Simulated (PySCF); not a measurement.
**Assigning NMR signals**

Numbering as in the mapped SMILES `[CH3:1][O:2][C:3](=[O:4])[CH:5]([CH3:6])[CH3:7]`. Hydrogens are named by the atom that carries them.

Level of theory: structure optimised with GFN2-xTB, shielding tensors at PBE0/pcSseg-1 (GIAO), in PySCF (single conformer, isolated molecule, rapidly exchanging positions averaged, no relativistic terms).

Scale: TMS for ¹³C, ¹H (reference shieldings calculated alike).

Question: Assign these signals to the numbered atoms. ¹³C{¹H} NMR (computed): δ 184.6, 53.7, 38.1, 21.5.

Answer: 
```tsv
δ (ppm)	atoms	environment	reason
184.6	C3	ester carbonyl carbon	lone-pair donation from the attached heteroatom keeps it upfield of a ketone carbonyl
53.7	C1	methyl carbon bonded to O	deshielded by the electronegative neighbour
38.1	C5	sp3 CH α to a carbonyl	the adjacent C=O deshields it moderately
21.5	C6/C7	methyl carbon	saturated and bonded to C and H only
```

Question: Assign these signals to the numbered atoms. ¹H NMR (400 MHz, computed): δ 3.85 (s, 3H), 2.47 (sept, 1H), 1.19 (d, 6H).

Answer: 
3.85 → H(C1), hydrogen on a methyl carbon bonded to O: its carbon carries O, which withdraws density
2.47 → H(C5), hydrogen on an sp3 CH α to a carbonyl: α to C=O
1.19 → H(C6)/H(C7), hydrogen on a methyl carbon

Shifts are as computed. Against solution values, carbons near 30 ppm lie about +3 ppm off and those near 130 ppm about +5 ppm. Of 1211 compounds with measured shifts, 218 miss one by over three times the rms of a fit or turn the order of signals round; such compounds aren't used in these exercises. No couplings were computed; multiplicities are counted from neighbouring protons, with m where these are inequivalent, close in shift, in a saturated or five-membered ring or joined by F or P, and br s for small geminal =CH2 splittings.
